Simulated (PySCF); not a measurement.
Tl₂O, singlet: data card

Computed with PBE0 in PySCF with O def2-TZVP, Tl def2-TZVP with ECP60; scalar-relativistic core potentials, no spin–orbit coupling; density-fitted integrals.

The structure is a minimum.

- Point group: D∞h
- Bond lengths: O–Tl 2.092 Å (×2)
- Bond angles: Tl–O–Tl 180.0°
- Dipole moment: 0.00 D
- Enthalpy at 298.15 K above 0 K: 15.09 kJ/mol
- Atomisation energy without zero-point energy: 665 kJ/mol
- Lowest empty level: -0.95 eV
- Principal quadrupole moments (Buckingham, traceless) about the centre of mass: -1.94, 0.97, 0.97 D Å
- Rotational constants: 0.009397 cm⁻¹
- Principal polarisabilities: 64.7, 64.7, 155.7 bohr³
- Entropy at 298.15 K and 1 bar: 323.4 J/(mol K)
- Highest occupied level: -5.80 eV
- Zero-point energy: 5.5 kJ/mol
- Rotational symmetry number: 2
- Heat capacity Cp at 298.15 K: 57.3 J/(mol K)

Harmonic modes (masses in u: O 15.995, Tl 204.974):
```csv
symmetry,ω (cm⁻¹),"IR (km/mol, summed over degenerate members)",μ (u)
πu,49,19.8,16.57
σg+,145,0.0,204.97
σu+,682,805,16.57
```

In D∞h the vibrations span πu + σg+ + σu+. The σg+ mode carries no infrared intensity, as symmetry demands. With a centre of inversion only u modes can be infrared active and only g modes Raman active.

Charges (e):
| atom | Mulliken | Löwdin | polar tensor | Mayer order to O1 |
| --- | --- | --- | --- | --- |
| O1 | -0.75 | -0.48 | -1.45 | – |
| Tl2,3 | 0.37 | 0.24 | 0.73 | 0.94 |

Mulliken populations on O1: s 3.89, p 4.86, d 0.01, f 0.00.

Outer orbital energies (eV). occupied: -16.72, -16.72, -16.16, -11.09, -8.89, -6.71, -6.71, -5.80; empty: -0.95, -0.95, -0.68, -0.68.

Only a few start shapes were tried, so a lower isomer may exist. With an element this heavy the missing spin–orbit coupling can shift these numbers.

The final relaxation and frequency run took 57 s on 2 threads of a shared Arm Neoverse V1 host, with 131 basis functions and 11 gradients; the process peaked at 1.1 GiB.
